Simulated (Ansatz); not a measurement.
`[SiH3][Se][GaH][Cl]` + HBr → `[Cl][GaH][Br]` + `[SiH3][SeH]` at 600 K and 1 bar (ligand exchange at a Ga–Se bond).

Program: Ansatz. Geometries: PBE0-D4/def2-TZVP. ΔE: electronic, gas phase. CCSD(T)/CBS adds triple-zeta CCSD(T) − MP2 to the extrapolated MP2 energy (def2 sets, frozen cores). For Br, Ga, Se outer-core shells are correlated without core-valence functions, which leaves a few kJ/mol of doubt a bond. Scalar relativity is left out up to krypton. Each species was taken in one conformer, which may not be the lowest.

```json
{"species": "`[SiH3][Se][GaH][Cl]`", "CCSD(T)/CBS energy (Eh)": "-5076.01837", "H − E (kJ/mol)": "152.4", "S (J/(mol·K))": "482.9"}
{"species": "HBr", "CCSD(T)/CBS energy (Eh)": "-2573.91920", "H − E (kJ/mol)": "33.5", "S (J/(mol·K))": "219.1"}
{"species": "`[Cl][GaH][Br]`", "CCSD(T)/CBS energy (Eh)": "-4957.74201", "H − E (kJ/mol)": "59.3", "S (J/(mol·K))": "365.8"}
{"species": "`[SiH3][SeH]`", "CCSD(T)/CBS energy (Eh)": "-2692.20088", "H − E (kJ/mol)": "124.0", "S (J/(mol·K))": "341.5"}
```

H − E and S are ideal-gas, rigid-rotor, harmonic terms from PBE0-D4/def2-TZVP, for one conformer and one mirror image of each species. 1 Eh = 2625.50 kJ/mol, R = 8.31446 J/(mol·K).

By hand: ΔE, ΔH, ΔS and ΔG.

ΔE = (-4957.74201) + (-2692.20088) − (-5076.01837) − (-2573.91920) = -0.00532 Eh = -14.0 kJ/mol. Δ(H − E) = 59.3 + 124.0 − 152.4 − 33.5 = -2.6, so ΔH = -16.6 kJ/mol. ΔS = 365.8 + 341.5 − 482.9 − 219.1 = 5.3 J/(mol·K). ΔG = -16.6 − 600 × (5.3)/1000 = -19.8 kJ/mol.

By hand: the equilibrium constant, and the temperature at which ΔG would vanish if ΔH and ΔS stayed fixed.

log₁₀ K = −ΔG/(RT ln 10) = 1.7. ΔH and −TΔS have one sign here, so there is no such temperature. One of them is within its doubt of zero, so this could turn.

The number of gas molecules stays the same, so ΔS is small and ΔH decides. A doubt of 5 kJ/mol in ΔE shifts log₁₀ K by 0.4 here. Other conformers and mirror images would add mixing entropy, several J/(mol·K) or more a flexible species. Modes under 60 cm⁻¹, often nearly free rotors, make the harmonic entropy too high. These are equilibria of isolated gas molecules and say nothing of rates. Largest T1 diagnostic: 0.011 (customary marks: 0.02 for closed shells, 0.045 for open ones).
